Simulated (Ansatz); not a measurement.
`ClBC1CO1` + `FBF` → `FB(F)C1CO1` + `BCl`  (formal exchange of groups at a C–B bond)

Isolated molecules relaxed with PBE0-D4/def2-TZVP in Ansatz; ΔE leaves out vibrations. CCSD(T)/CBS is the MP2 limit (def2-TZVPP, def2-QZVPP) plus CCSD(T) − MP2 in def2-TZVPP, frozen cores. This one scheme is used for every species. DFT in def2-TZVPP. B3LYP here is the variant with VWN-RPA as its local correlation; programs differ in this. One conformer a species, not always the lowest.

`ClBC1CO1`:

Z-matrix (Å, degrees):
```
C
B 1 1.543
O 1 1.431 2 119.8
C 1 1.486 2 118.3 3 66.2
H 1 1.089 2 118.8 3 -146.8
Cl 2 1.739 1 120.6 3 -12.3
H 2 1.193 1 121.5 3 170.0
H 4 1.088 1 117.8 2 145.5
H 4 1.088 1 119.3 2 -4.7
```

`FBF`:

Cartesian coordinates in Å:
```
F -0.890 -0.928 -0.139
B -0.010 0.034 0.018
F 1.208 -0.163 -0.430
H -0.308 1.057 0.551
```

`FB(F)C1CO1`:

Cartesian coordinates in Å:
```
F -1.039 -1.477 -1.149
B -0.093 -0.570 -1.267
F 0.261 -0.212 -2.487
C 0.561 0.089 -0.021
C -0.303 0.495 1.107
O 0.499 -0.645 1.206
H 1.480 0.658 -0.151
H -1.374 0.314 1.055
H 0.008 1.348 1.706
```

`BCl`:

Cartesian coordinates in Å:
```
B -0.066 -0.059 -0.125
Cl 0.681 0.610 1.289
H -0.440 -1.188 -0.081
H -0.175 0.637 -1.084
```

| level | ΔE (kJ/mol) | difference from CCSD(T)/CBS |
| --- | --- | --- |
| PBE-D4 | 12.7 | 1.9 |
| r2SCAN-D4 | 10.4 | -0.4 |
| PBE0-D4 | 10.6 | -0.2 |
| B3LYP-D4 | 10.6 | -0.2 |
| ωB97X-V | 8.4 | -2.4 |
| ωB97M-V | 9.4 | -1.4 |
| MP2/def2-TZVPP | 13.5 | 2.7 |
| CCSD/def2-TZVPP | 7.6 | -3.2 |
| CCSD(T)/def2-TZVPP | 9.4 | -1.4 |
| MP2/def2-QZVPP | 14.3 | 3.5 |
| CCSD(T)/CBS | 10.8 | 0 |

Largest T1 diagnostic among the species: 0.013.

In def2-TZVPP, CCSD(T) changes the Hartree–Fock value by +7.4 kJ/mol (the triples alone add +1.8 kJ/mol) and MP2 by +11.5 kJ/mol.
